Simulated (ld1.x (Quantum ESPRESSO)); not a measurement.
**What one change does to a pseudopotential (Pt (Z = 78), ultrasoft)**

ld1.x (Quantum ESPRESSO) 7.5 input, shortened:

```
&input
   title='Pt', zed=78., rel=1, dft='PBESOL', iswitch=3,
   config='[Xe] 4f14 5d10 6s0 6p0'
 /
 &inputp
   pseudotype=3, tm=.true., lloc=-2, rcloc=2.00,
   nlcc=.true., new_core_ps=.true.,
   which_augfun='PSQ', rmatch_augfun_nc=.true.
 /
6
6S  1  0   0.00   0.00  1.80  2.50  0.0
6S  1  0   0.00   0.20  1.80  2.50  0.0
6P  2  1   0.00   0.00  2.55  2.85  0.0
6P  2  1   0.00   2.65  2.55  2.85  0.0
5D  3  2  10.00   0.00  2.45  2.65  0.0
5D  3  2   0.00   3.25  2.45  2.65  0.0
 &test
   configts(1)='5d10 6s0 6p0'
 /
```

Change: all radii but the core radius scaled by about 0.91 (s 2.28, p 2.60, d 2.42 bohr, rcut 1.64/2.32/2.24); local potential all-electron potential smoothed inside 1.82 bohr (lloc = -2).

Cutoffs: the cutoffs (Ry, on a coarse ladder) from which the occupation-weighted sum of valence levels, in a spherical-Bessel basis at the reference potential, stays within 10 and 1 mRy of its value at 400 Ry; they do not see the model core or the augmentation charge, which bear on the density cutoff. Errors are all-electron minus pseudo energies relative to the spin-unpolarised reference configuration.

How do hardness, ghosts and transferability respond?

The potential gets harder (15 Ry and 25 Ry → 18 Ry and 30 Ry); of the 7 tests that both files solve, the error grows in 0 and shrinks in 7 by more than 15 % and 0.3 meV (median size 109.2 → 71.3 meV); neither file shows a bound ghost. A smaller radius makes the pseudo-wave follow the all-electron one further in, where it bends more sharply, so more plane waves are needed. Less of the atom is replaced, so other configurations are described better.

```tsv
quantity	base	changed
cutoff, loose	15 Ry	18 Ry
cutoff, tight	25 Ry	30 Ry
bound ghosts	none	none
error for 5d9 6s1 6p0, meV [ΔE 0.01 eV]	-109	-71
error for 5d9 6s0 6p0, meV [ΔE 9.24 eV]	-43	-28
error for 5d8 6s0 6p0, meV [ΔE 29.23 eV]	-387	-267
error for 5d9 6s0.5 6p0, meV [ΔE 3.72 eV]	-70	-45
error for 5d7 6s0 6p0, meV [ΔE 61.48 eV]	-1541	-1086
error for 5d9.5 6s0.5 6p0, meV [ΔE -0.11 eV]	-23	-15
error for 5d8 6s2 6p0, meV [ΔE 1.00 eV]	-550	-367
lowest overlap eigenvalue by channel	s 0.38, p 0.59, d 0.78	s 0.46, p 0.56, d 0.80
```
